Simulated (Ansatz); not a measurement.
```yaml
crystal:
  periodic: [false, false, false]
  atoms:
    - {symbol: Si, position_ang: [-2.720189, -2.729617, 0.016196]}
    - {symbol: Si, position_ang: [-2.691525, -0.017278, -2.666526]}
    - {symbol: Si, position_ang: [-5.457712, 0.079776, -0.074505]}
    - {symbol: Si, position_ang: [-2.723272, 0.021092, 2.581846]}
    - {symbol: Si, position_ang: [-2.701778, 2.708064, 0.025844]}
    - {symbol: Si, position_ang: [-0.149236, -2.725061, -2.765538]}
    - {symbol: Si, position_ang: [-0.070359, -5.386356, -0.012474]}
    - {symbol: Si, position_ang: [-0.029974, -2.863461, 2.760247]}
    - {symbol: Si, position_ang: [2.628766, -2.719322, 0.002983]}
    - {symbol: Si, position_ang: [-0.006817, 0.004921, -5.508342]}
    - {symbol: Si, position_ang: [-0.068200, 2.626151, -2.742418]}
    - {symbol: Si, position_ang: [2.787341, -0.095340, -2.541632]}
    - {symbol: Si, position_ang: [-0.126160, 0.029893, 0.141878]}
    - {symbol: Si, position_ang: [0.026721, 2.604218, 2.666597]}
    - {symbol: Si, position_ang: [2.671349, -0.033614, 2.706866]}
    - {symbol: Si, position_ang: [2.758287, 2.649556, -0.051407]}
    - {symbol: Si, position_ang: [0.097744, -0.032629, 5.320035]}
    - {symbol: Si, position_ang: [0.058093, 5.455043, -0.054384]}
    - {symbol: Si, position_ang: [5.505511, 0.044693, 0.118855]}
    - {symbol: Si, position_ang: [-4.203292, -1.311510, -1.343848]}
    - {symbol: Si, position_ang: [-1.460376, -4.014469, -1.301317]}
    - {symbol: Si, position_ang: [-1.290940, -1.404916, -4.175284]}
    - {symbol: Si, position_ang: [-1.451959, -1.321523, 1.335462]}
    - {symbol: Si, position_ang: [-1.318966, 1.455310, -1.404878]}
    - {symbol: Si, position_ang: [-4.090445, 1.331880, 1.418912]}
    - {symbol: Si, position_ang: [-1.355011, 1.166966, 4.000692]}
    - {symbol: Si, position_ang: [-1.213857, 4.041210, 1.329547]}
    - {symbol: Si, position_ang: [1.264824, -1.306727, -1.359206]}
    - {symbol: Si, position_ang: [1.285229, -3.988259, 1.221611]}
    - {symbol: Si, position_ang: [1.467699, -1.436480, 4.034285]}
    - {symbol: Si, position_ang: [3.949681, -1.488366, 1.502731]}
    - {symbol: Si, position_ang: [1.247807, 1.250834, -4.061182]}
    - {symbol: Si, position_ang: [1.305645, 4.094457, -1.388470]}
    - {symbol: Si, position_ang: [4.104126, 1.421268, -1.468729]}
    - {symbol: Si, position_ang: [1.370755, 1.348377, 1.324445]}
    - {symbol: H, position_ang: [-3.562072, -3.520793, 0.814418]}
    - {symbol: H, position_ang: [-3.668658, 0.942734, -3.505826]}
    - {symbol: H, position_ang: [-6.393505, -0.836027, 0.719208]}
    - {symbol: H, position_ang: [-6.370063, 0.915747, -0.986083]}
    - {symbol: H, position_ang: [-3.603795, -1.102347, 3.613370]}
    - {symbol: H, position_ang: [-3.676173, 3.758325, -0.793737]}
    - {symbol: H, position_ang: [0.773093, -3.484194, -3.543406]}
    - {symbol: H, position_ang: [-0.865427, -6.380173, 0.793125]}
    - {symbol: H, position_ang: [0.726691, -6.373355, -0.841501]}
    - {symbol: H, position_ang: [-1.017425, -3.662654, 3.492726]}
    - {symbol: H, position_ang: [3.529793, -3.600439, -0.955858]}
    - {symbol: H, position_ang: [-0.794495, 0.927323, -6.449648]}
    - {symbol: H, position_ang: [0.743030, -0.758060, -6.292293]}
    - {symbol: H, position_ang: [-0.802846, 3.649524, -3.609698]}
    - {symbol: H, position_ang: [3.646509, -0.877181, -3.598069]}
    - {symbol: H, position_ang: [1.030432, 3.556953, 3.673911]}
    - {symbol: H, position_ang: [3.561654, 0.862626, 3.515818]}
    - {symbol: H, position_ang: [3.640022, 3.603327, 0.794946]}
    - {symbol: H, position_ang: [-0.950730, -0.807802, 6.414752]}
    - {symbol: H, position_ang: [0.782661, 0.933970, 6.280041]}
    - {symbol: H, position_ang: [-0.927661, 6.361644, -0.727547]}
    - {symbol: H, position_ang: [0.968822, 6.109045, 0.877671]}
    - {symbol: H, position_ang: [6.327030, -0.798836, -0.682707]}
    - {symbol: H, position_ang: [6.420678, 0.869700, 1.014429]}
    - {symbol: H, position_ang: [-5.031322, -2.131532, -2.148137]}
    - {symbol: H, position_ang: [-2.268639, -4.932261, -2.328565]}
    - {symbol: H, position_ang: [-2.281002, -2.282395, -4.947862]}
    - {symbol: H, position_ang: [-5.062028, 2.108841, 2.197443]}
    - {symbol: H, position_ang: [-2.262461, 2.144612, 5.039001]}
    - {symbol: H, position_ang: [-2.226003, 4.838375, 2.106106]}
    - {symbol: H, position_ang: [2.258577, -4.884869, 2.268403]}
    - {symbol: H, position_ang: [2.127252, -2.190292, 4.942961]}
    - {symbol: H, position_ang: [5.014103, -2.294002, 2.254615]}
    - {symbol: H, position_ang: [2.346168, 2.328248, -4.886520]}
    - {symbol: H, position_ang: [2.311480, 4.923956, -2.266330]}
    - {symbol: H, position_ang: [4.970780, 2.228220, -2.386903]}
basis:
  gaussian: {orbitals: def2-TZVP, fitting: {mean_field: def2-universal-jkfit}}
total_charge: 1
magnetization: {spin_polarized: true, initial_magnetization: 1}
hamiltonian: {xc: {name: PBE}, dispersion: d3bjatm}
output: {forces: true}
```

```sh
$ ansatz run in.yaml --threads 11 --pin off --events-out ev --progress --plain --max-ram 174080MiB --backend cuda --devices 0, --max-vram 75GiB
```

It prints (some lines left out):

```
Functional definition: PBE
5128 factors; integrals over basis functions are off by at most 6.8e-1 eV
mean field evaluation 1: about -276158.2864 eV, gradient 4.0e1 eV
mean field evaluation 2: about -276057.9707 eV, gradient 1.3e2 eV
mean field evaluation 4: about -276166.9040 eV, gradient 2.4e1 eV
mean field evaluation 8: about -276171.4648 eV, gradient 4.0e0 eV
mean field evaluation 16: about -276171.5413 eV, gradient 2.5e0 eV
mean field evaluation 32: about -276171.5785 eV, gradient 6.8e-4 eV
mean field evaluation 64: about -276171.5137 eV, gradient 5.0e-1 eV
mean field -276171.57849058 eV, -10149.1183137095 hartree, gradient 2.7e-6 eV, S^2 0.751098; 10 other end points of the search recorded, 0 dependent functions left out
reference -276171.57863268 eV, -10149.1183189315 hartree; 263, 262 occupied and 1248, 1249 virtual orbitals, 5128 factors
Total energy: -276177.99911983 eV, -10149.3542674824 hartree
Atom 0 force    -0.511870     2.044696    -1.146990 eV/Å
Atom 1 force    -0.611514     0.080077    -1.056725 eV/Å
Atom 2 force    -1.017413     0.241085     0.548183 eV/Å
Atom 3 force    -1.405398    -1.963701     2.600151 eV/Å
Atom 4 force    -0.881593     1.092664    -0.508934 eV/Å
Atom 5 force     0.416010     0.670075     1.737599 eV/Å
Atom 6 force     0.037241    -1.074072    -0.361275 eV/Å
Atom 7 force     0.280517     1.898335    -0.714199 eV/Å
Atom 8 force     1.461464     0.338496    -1.393924 eV/Å
Atom 9 force    -2.667803     2.160422     1.413692 eV/Å
Atom 10 force     1.474203     1.931246    -0.879223 eV/Å
Atom 11 force    -0.042530     0.094084    -2.057216 eV/Å
Atom 12 force     1.225939     0.197097    -1.913481 eV/Å
Atom 13 force     0.647070     1.446565     1.821508 eV/Å
Atom 14 force     0.272343     0.360302    -0.048506 eV/Å
Atom 15 force    -0.260120     1.196528     0.078990 eV/Å
Atom 16 force    -1.336831    -0.879108     2.098413 eV/Å
Atom 17 force    -0.902558    -0.282276     0.266951 eV/Å
Atom 18 force    -1.588293     0.593929     0.833142 eV/Å
Atom 19 force     2.305079     0.386242     0.676353 eV/Å
Atom 20 force     0.196074    -1.500714    -1.850511 eV/Å
Atom 21 force    -1.869596     0.935098    -0.023845 eV/Å
Atom 22 force     0.765800    -1.611894     0.567978 eV/Å
Atom 23 force    -1.757838    -1.461544     1.524227 eV/Å
Atom 24 force    -0.616439     0.560914    -1.752543 eV/Å
Atom 25 force    -0.477769     2.095681     1.233706 eV/Å
Atom 26 force    -0.628516    -0.022547    -0.262142 eV/Å
Atom 27 force    -0.931522    -0.483606     0.544127 eV/Å
Atom 28 force     0.225033    -2.178972     2.225584 eV/Å
Atom 29 force    -3.025033     1.309729    -1.429813 eV/Å
Atom 30 force     1.517209     0.610487    -1.196392 eV/Å
Atom 31 force     2.345664     1.347497    -0.233967 eV/Å
Atom 32 force     1.205561    -0.565597    -0.891107 eV/Å
Atom 33 force     0.793951    -0.416496     1.052400 eV/Å
Atom 34 force     0.425833    -0.308105    -0.042285 eV/Å
Atom 35 force    -1.049877    -1.130661     1.245355 eV/Å
Atom 36 force     0.861497    -0.646566     0.579690 eV/Å
Atom 37 force     0.279733     0.326060    -0.132307 eV/Å
Atom 38 force     0.471480    -0.141472     0.382354 eV/Å
Atom 39 force     0.953736     1.371405    -1.248788 eV/Å
Atom 40 force     0.995825    -1.079636     0.737732 eV/Å
Atom 41 force     0.931958    -0.982997    -0.669371 eV/Å
Atom 42 force    -0.127486     0.401021     0.210532 eV/Å
Atom 43 force     0.037059     0.445169    -0.105885 eV/Å
Atom 44 force    -0.234701    -0.354610     0.341564 eV/Å
Atom 45 force    -0.632867     0.570039     0.708227 eV/Å
Atom 46 force     0.115484    -0.282016     0.540928 eV/Å
Atom 47 force     2.538883    -2.407010    -2.427687 eV/Å
Atom 48 force    -0.015568    -0.408653     0.194326 eV/Å
Atom 49 force    -0.565436     0.269502     0.723852 eV/Å
Atom 50 force    -1.153184    -1.121580    -1.092410 eV/Å
Atom 51 force    -0.007873    -0.028546     0.074979 eV/Å
Atom 52 force    -0.430563    -0.498729    -0.246762 eV/Å
Atom 53 force     1.261587     0.641086    -1.393084 eV/Å
Atom 54 force     0.064336    -0.170826    -0.479228 eV/Å
Atom 55 force     0.221742     0.080661    -0.068511 eV/Å
Atom 56 force     0.415609     0.572496     0.346655 eV/Å
Atom 57 force     0.868612    -0.848012    -0.825107 eV/Å
Atom 58 force    -0.349472    -0.107823    -0.210800 eV/Å
Atom 59 force    -0.868104    -1.026185    -1.012156 eV/Å
Atom 60 force     0.421695     0.691501     0.902932 eV/Å
Atom 61 force     0.308133     0.267839     0.145870 eV/Å
Atom 62 force    -0.126148     0.426526     0.460347 eV/Å
Atom 63 force     0.983038    -1.068217    -1.269906 eV/Å
Atom 64 force     0.194780     0.062109     0.184121 eV/Å
Atom 65 force    -0.942267     0.897122    -1.200469 eV/Å
Atom 66 force     1.978018    -1.915411     2.022619 eV/Å
Atom 67 force    -0.473933     0.127824    -0.137826 eV/Å
Atom 68 force    -1.273841    -1.263349     0.881034 eV/Å
Atom 69 force    -0.678167    -0.519355     0.390861 eV/Å
Atom 70 force    -0.036071     0.008679    -0.013605 eV/Å
Dipole moment:     0.434744    -0.073746    -0.348291 e Å
```

It took 81 s on 11 threads of AMD EPYC 7R13 on a shared host and a whole NVIDIA H100 80GB HBM3, peak host memory 3.6 GiB.

The dipole of an ion depends on the origin.
